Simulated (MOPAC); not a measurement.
A run for MOPAC: PM6 on MgN, 2S+1 = 4, a spin state set in the input, which need not be the lowest, a point of a bond scan (R = 2.081 Å).

```
PM6 1SCF PRECISE CHARGE=0 UHF MS=1.5 THREADS=1
MgN

N      0.00000000 1     0.00000000 1     0.00000000 1
Mg     0.00000000 1     0.00000000 1     2.08112900 1
```

The log:

```
*******************************************************************************
 **                                                                           **
 **                              MOPAC v23.2.5                                **
 **                                                                           **
 *******************************************************************************
 ** MOPAC's Digital Object Identifier: https://doi.org/10.5281/zenodo.6511958 **
 **                                                                           **
 ** Please cite the open-source release paper for use of this MOPAC version:  **
 ** J. E. Moussa and J. J. P. Stewart (2026)                                  **
 ** MOPAC: An open-source semiempirical molecular orbital program             **
 ** J. Open Source Softw., 11(119), 8025, https://doi.org/10.21105/joss.08025 **
 *******************************************************************************

                              PM6 CALCULATION RESULTS

 *******************************************************************************
 *  PM6        - The PM6 Hamiltonian to be used
 *  UHF        - UNRESTRICTED HARTREE-FOCK CALCULATION
 *
 *
 *
 *                 CHARGE ON SYSTEM = 0
 *
 *
 *
 *  MS=        - IN MECI, MAGNETIC COMPONENT OF SPIN =  1.5
 *  PRECISE    - TIGHTER CRITERIA TO BE USED
 *  1SCF       - DO 1 SCF AND THEN STOP
 *  THREADS=1  - MULTI-THREADING NOT USED
 *  T=         - A TIME OF 172800.0 SECONDS REQUESTED
 *  DUMP=N     - RESTART FILE WRITTEN EVERY 7200.0 SECONDS REQUESTED
 *******************************************************************************
PM6 1SCF PRECISE CHARGE=0 UHF MS=1.5 THREADS=1
 MgN

   ATOM   CHEMICAL          X               Y               Z
  NUMBER   SYMBOL      (ANGSTROMS)     (ANGSTROMS)     (ANGSTROMS)

     1       N          0.00000000  *   0.00000000  *   0.00000000  *
     2      Mg          0.00000000  *   0.00000000  *   2.08112900  *



          CARTESIAN COORDINATES

    NO.       ATOM           X           Y           Z

     1         N          0.0000      0.0000      0.0000
     2        Mg          0.0000      0.0000      2.0811

 General Reference for PM6:
 "Optimization of Parameters for Semiempirical Methods V: Modification of NDDO Approximations
 and Application to 70 Elements", J. J. P. Stewart, J. Mol. Mod., 13, 1173-1213 (2007)
 URL: https://link.springer.com/article/10.1007/s00894-007-0233-4

           Empirical Formula: N Mg  =     2 atoms



      MOLECULAR POINT GROUP   :   C*v


          UHF CALCULATION, NO. OF ALPHA ELECTRONS =    5
                           NO. OF BETA  ELECTRONS =    2

 -------------------------------------------------------------------------------
 PM6 1SCF PRECISE CHARGE=0 UHF MS=1.5 THREADS=1
 MgN



     1SCF WAS SPECIFIED, SO BFGS WAS NOT USED
     SCF FIELD WAS ACHIEVED


                              PM6 CALCULATION
                                                       MOPAC v23.2.5 Linux




          FINAL HEAT OF FORMATION =        120.24995 KCAL/MOL =     503.12578 KJ/MOL


          COSMO AREA              =         71.44 SQUARE ANGSTROMS
          COSMO VOLUME            =         52.87 CUBIC ANGSTROMS

          IONIZATION POTENTIAL    =          7.779922 EV
          ALPHA SOMO LUMO (EV)    =         -7.780 -0.181
          BETA  SOMO LUMO (EV)    =         -9.175 -1.925
          NO. OF ALPHA ELECTRONS  =          5
          NO. OF BETA  ELECTRONS  =          2
          MOLECULAR WEIGHT        =         38.3117         POINT GROUP:  C*v

          MOLECULAR DIMENSIONS (Angstroms)

            Atom       Atom       Distance
           Mg     2    N     1     2.08113
           Mg     2    N     1     0.00000
            N     1   Mg     2     0.00000


          SCF CALCULATIONS        =          1





   ATOM   CHEMICAL          X               Y               Z
  NUMBER   SYMBOL      (ANGSTROMS)     (ANGSTROMS)     (ANGSTROMS)

     1       N          0.00000000  *   0.00000000  *   0.00000000  *
     2      Mg          0.00000000  *   0.00000000  *   2.08112900  *

                             CARTESIAN COORDINATES

   1    N        0.000000000     0.000000000     0.000000000
   2   Mg        0.000000000     0.000000000     2.081129000


           Empirical Formula: N Mg  =     2 atoms



      MOLECULAR POINT GROUP   :   C*v


          ALPHA EIGENVALUES
 -24.82001 -13.03738 -12.92242 -12.92242  -7.77992  -0.18142   0.26616   0.26616


           BETA EIGENVALUES
 -18.28134  -9.17463  -1.92537  -0.04237  -0.04237   1.46065   1.46065   2.32565


              NET ATOMIC CHARGES AND DIPOLE CONTRIBUTIONS

  ATOM NO.   TYPE          CHARGE      No. of ELECS.   s-Pop       p-Pop
    1          N          -0.256341        5.2563     1.95024     3.30610
    2         Mg           0.256341        1.7437     1.46258     0.28108
 DIPOLE           X         Y         Z       TOTAL
 POINT-CHG.     0.000     0.000     2.562     2.562
 HYBRID         0.000     0.000    -0.001     0.001
 SUM            0.000     0.000     2.562     2.562


          ATOMIC ORBITAL ELECTRON POPULATIONS

     Atom    s        px        py        pz
    1  N   1.95024   0.99432   0.99432   1.31746
    2 Mg   1.46258   0.00568   0.00568   0.26972


                    (SZ)    =    1.500000
                    (S**2)  =    3.778606


          ATOMIC ORBITAL SPIN POPULATIONS

    Atom   Total    s     px     py     pz
         Atomic
    1  N  2.4489  0.012  0.994  0.994  0.448
    2 Mg  0.5511  0.397  0.006  0.006  0.142

 **********************
 *                    *
 * JOB ENDED NORMALLY *
 *                    *
 **********************




 == MOPAC DONE ==
```

The run finished.

Cost: very roughly 0.020 core-seconds.
